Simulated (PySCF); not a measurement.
# 2-acetylpyridine (CC(=O)c1ccccn1, C$_{7}$H$_{7}$NO)

Cartesian coordinates in Å; atom numbers follow the order of the lines, from 1:
```xyz
16

C    -2.554    0.866    0.347
C    -1.741   -0.335   -0.040
O    -2.233   -1.408   -0.305
C    -0.246   -0.159   -0.089
C     0.553   -1.249   -0.447
C     1.931   -1.072   -0.488
C     2.452    0.181   -0.171
C     1.567    1.204    0.173
N     0.249    1.042    0.215
H    -3.618    0.601    0.341
H    -2.248    1.227    1.340
H    -2.356    1.697   -0.347
H     0.069   -2.199   -0.680
H     2.592   -1.898   -0.762
H     3.528    0.368   -0.189
H     1.946    2.201    0.427
```

Method: PySCF, TDDFT CAM-B3LYP/aug-cc-pVDZ excited states, vertical, gas phase. Geometry: PBE0-D3(BJ)/def2-SVP.

(1) Give the one- and two-photon strengths of the lowest singlets.

## Answers

(1) δ for parallel linear polarisation; σ at the peak of a Lorentzian of half width 0.1 eV, single beam; Ω is circular over linear.
```tsv
state	E (eV)	f	photon λ (nm)	δ (au)	σ (GM)	Ω	main
S1	3.77	0.000	659	<0.1	0.00	–	HOMO→LUMO 0.87
S2	4.81	0.002	516	0.13	0.00	1.50	HOMO−2→LUMO 0.80
S3	5.23	0.130	474	35.9	0.36	0.87	HOMO−1→LUMO 0.67, HOMO−1→LUMO+1 0.12
S4	5.27	0.001	471	0.39	0.00	1.50	HOMO→LUMO+1 0.56, HOMO−2→LUMO+1 0.30
S5	5.77	0.096	430	133	1.62	0.82	HOMO−1→LUMO+1 0.41, HOMO−3→LUMO 0.31
S6	6.35	0.001	390	0.18	0.00	1.50	HOMO−2→LUMO+1 0.59, HOMO→LUMO+1 0.33
```

Among these, the strongest one-photon state is S3, the strongest two-photon state S5, with a dipole change of 1.8 D (relaxed, norm of the difference vector).
